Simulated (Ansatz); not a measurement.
Coupled-cluster diagnostics for B₅⁺, Ansatz.

Geometry of the singlet (B3LYP-D4/def2-SVP):

Cartesian coordinates in Å:
```
B 1.066 -1.114 -0.732
B -1.065 1.119 0.726
B -1.683 0.053 -0.277
B -0.002 -0.008 0.010
B 1.684 -0.050 0.273
```

Correlated methods freeze 5 core orbitals. Another isomer (singlet) lies 4.29 eV lower at PBE0-D4/def2-TZVP; other spin states weren't run for this one.

Q: Estimate the CCSD(T) correlation energy, the shares of MP2 and (T), T1 and the reference's ⟨S²⟩ for: charge 1, singlet, own geometry in def2-TZVPP; and the rough time on 4 threads of AMD EPYC 9R45 on a shared host.

A: 
```tsv
state	basis	correlation (eV)	MP2 share (%)	(T) share (%)	T1	⟨S²⟩ (pure)	wall time	remarks
charge 1, singlet, own geometry	def2-TZVPP	-15.202	88.1	10.8	0.034	0.00 (0.00)	6.5 s	large T1, restricted SCF unstable
```
Customary marks for T1 are 0.02 (closed shells), 0.045 (open shells) and about 0.05 (3d metals). T1 exceeds 0.02 in 1 of 1 rows and 0.045 in 0; the higher it lies, the less the single-reference result can be trusted.
